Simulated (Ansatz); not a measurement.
A run for Ansatz (a first-principles code): U-CCSD(T)/cc-pV(T+d)Z on Cl2Si (SMILES Cl[Si]Cl), 2S+1 = 3, a spin state set in the input, which need not be the lowest, at the other state's geometry. Files ending in .json are basis or fitting sets from the Basis Set Exchange.

Ansatz 0.2 input:
```yaml
crystal:
  periodic: [false, false, false]
  atoms:
    - {symbol: Cl, position_ang: [-1.62303425, -0.38688494, 0.00000000]}
    - {symbol: Si, position_ang: [-0.00068006, 0.93671557, 0.00000000]}
    - {symbol: Cl, position_ang: [1.62359429, -0.38452788, 0.00000000]}
basis:
  gaussian:
    orbitals: cc-pV_T+d_Z.json
magnetization: {spin_polarized: true, initial_magnetization: 2}
correlation: {method: ccsd_t, electrons: outside_noble_gas}
scf: {omitted_lower_state_checks: [cluster_reference]}
```

Program output:

```
WARN ansatz: RAYON_NUM_THREADS=4 ignored (pool sized by the plan → 4); use --threads N
Functional definition: HF
these checks for a lower state are left out or cut short: cluster_reference
integrals: 0.28 GiB planned
722 factors; integrals over basis functions are off by at most 8.0e-4 eV
mean field: 0.49 GiB planned
mean field evaluation 1: about -32869.4343 eV, gradient 1.1e1 eV
mean field evaluation 2: about -32869.6653 eV, gradient 1.2e1 eV
mean field evaluation 4: about -32871.1081 eV, gradient 2.4e0 eV
mean field evaluation 8: about -32871.2569 eV, gradient 4.2e-1 eV
mean field evaluation 16: about -32871.2638 eV, gradient 1.3e-5 eV
mean field -32871.26383877 eV, -1207.9966651320 hartree, gradient 2.5e-6 eV, S^2 2.007481; 0 other end points of the search recorded, 0 dependent functions left out
15 core orbitals not correlated
reference -32871.26383877 eV, -1207.9966651320 hartree; 10, 8 occupied and 92, 94 virtual orbitals, 722 factors
second order -12.12578494 eV of doubles, -0.00000000 eV of singles
coupled cluster: 0.66 GiB planned
cycle   1  -12.81057009 eV  change   -6.8e-1 eV  update   7.7e-2
cycle   2  -13.11655816 eV  change   -3.1e-1 eV  update   2.7e-2
cycle   3  -13.18458251 eV  change   -6.8e-2 eV  update   1.7e-2
cycle   4  -13.17624211 eV  change    8.3e-3 eV  update   7.1e-3
cycle   5  -13.17708921 eV  change   -8.5e-4 eV  update   3.1e-3
cycle   6  -13.17843585 eV  change   -1.3e-3 eV  update   1.3e-3
cycle   7  -13.17871530 eV  change   -2.8e-4 eV  update   6.4e-4
cycle   8  -13.17883150 eV  change   -1.2e-4 eV  update   2.6e-4
cycle   9  -13.17878430 eV  change    4.7e-5 eV  update   1.1e-4
cycle  10  -13.17874549 eV  change    3.9e-5 eV  update   3.6e-5
cycle  11  -13.17876538 eV  change   -2.0e-5 eV  update   1.5e-5
perturbative correction -0.60939639 eV, -0.0223949041 hartree
Total energy: -32885.05200054 eV, -1208.5033707310 hartree
Checks for a lower state left out: cluster_reference
```

Self-consistency was reached.

Cost: roughly 25 core-seconds.
